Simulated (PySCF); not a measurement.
AlCl₂H₃N, charge +1, multiplicity 1. Atoms are numbered in the order given.

```xyz
7

Al    -0.0010    -0.0627    -0.0167
Cl     1.3085     0.9859    -1.1710
Cl    -1.3187     0.2871     1.4964
N      0.0181    -1.9678    -0.4997
H     -0.5184    -2.1605    -1.3582
H     -0.3894    -2.5696     0.2296
H      0.9670    -2.3213    -0.6876
```
Charge +1, spin multiplicity 1.

Geometry optimised at ωB97X-D3(BJ)/def2-SVP. The multiplicity is an assumed one; other spin states were not compared. The isomer is the one that the SMILES or the coordinates give; other isomers of the formula were not compared.

These are PBE0/pcSseg-1 in PySCF values and carry that method's errors.

GIAO shieldings, no solvent; atoms listed in one row are averaged. δ = σ(ref) − σ: ³⁵Cl against HCl (σ = 945.9 ppm); ¹⁵N against NH3 (σ = 267.4 ppm); ¹H against TMS (σ = 31.56 ppm), references at their B3LYP-D3(BJ)/def2-TZVP geometries, non-relativistic (without spin–orbit terms, shifts of atoms bonded to Cl or Br come out too high).

Computed chemical shifts:
| nucleus | atoms | count | δ (ppm) |
|---|---|---|---|
| ³⁵Cl | Cl3 | 1 | 37.4 |
| ³⁵Cl | Cl2 | 1 | 34.2 |
| ¹⁵N | N4 | 1 | 37.3 |
| ¹H | H5, H6, H7 | 3 | 3.66 |
